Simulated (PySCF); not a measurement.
PySCF input for C₃H₇ClSi, SMILES [SiH2](/C=C/Cl)C, SMD-M06-2X/def2-SVP. The structure is a stationary point at r2SCAN-D4/def2-SVP. The structure was generated by enumeration; whether it is a known compound was not checked. One conformer was computed; it need not be the lowest.

```python
import numpy as np
from pyscf import gto, scf, dft
from pyscf.solvent import smd

mol = gto.M(
    atom='''
    C    -2.86790296    0.40712412   -0.76528372
    Si   -1.41217685   -0.78075265   -0.78189037
    C    -0.07382497   -0.22638383    0.40343143
    C     1.15988448    0.08356250   -0.01499690
    Cl    2.43935849    0.61710996    1.03599287
    H    -3.30730386    0.47698648    0.24271639
    H    -3.65829582    0.06949091   -1.45461027
    H    -2.55436380    1.41790888   -1.07018457
    H    -0.80368445   -0.85625813   -2.14660800
    H    -1.88406618   -2.14749997   -0.39390814
    H    -0.28600289   -0.13747403    1.47769222
    H     1.48615912    0.03069663   -1.05941629
    ''',
    basis='def2-SVP',
    charge=0,
    spin=0,
    max_memory=1600,
    verbose=3,
)
mf = dft.RKS(mol, xc='m06-2x').density_fit(auxbasis='def2-universal-jkfit')
mf.grids.level = 4
mf.conv_tol = 1e-9
mf.max_cycle = 100
mf.kernel()
res = {}
for name in ['water', 'N,N-dimethylformamide', 'benzene']:
    s = mf.SMD()
    s.with_solvent.solvent, s.with_solvent.sasa_ng = name, 194
    s.kernel(mf.make_rdm1())
    res[name] = (s.e_tot, s.with_solvent.get_cds(), s.dip_moment(), s.mo_energy, s.converged)
    print(f'SMD {name}: dG(solv) = {(s.e_tot - mf.e_tot) * 627.509474:.3f} kcal/mol, of which CDS {res[name][1] * 627.509474:.3f}')
```

Log of the run:

```
converged SCF energy = -867.788606594057
converged SCF energy = -867.785685801771
Dipole moment(X, Y, Z, Debye): -1.67921,  0.21370, -0.73846
SMD water: dG(solv) = 1.833 kcal/mol, of which CDS 4.505
converged SCF energy = -867.79178504256
Dipole moment(X, Y, Z, Debye): -1.67294,  0.21126, -0.73473
SMD N,N-dimethylformamide: dG(solv) = -1.995 kcal/mol, of which CDS 0.616
converged SCF energy = -867.792657914895
Dipole moment(X, Y, Z, Debye): -1.50253,  0.16890, -0.65337
SMD benzene: dG(solv) = -2.542 kcal/mol, of which CDS -1.343
```

Self-consistency was reached.

Cost: about 3 core-minutes (a rough figure).
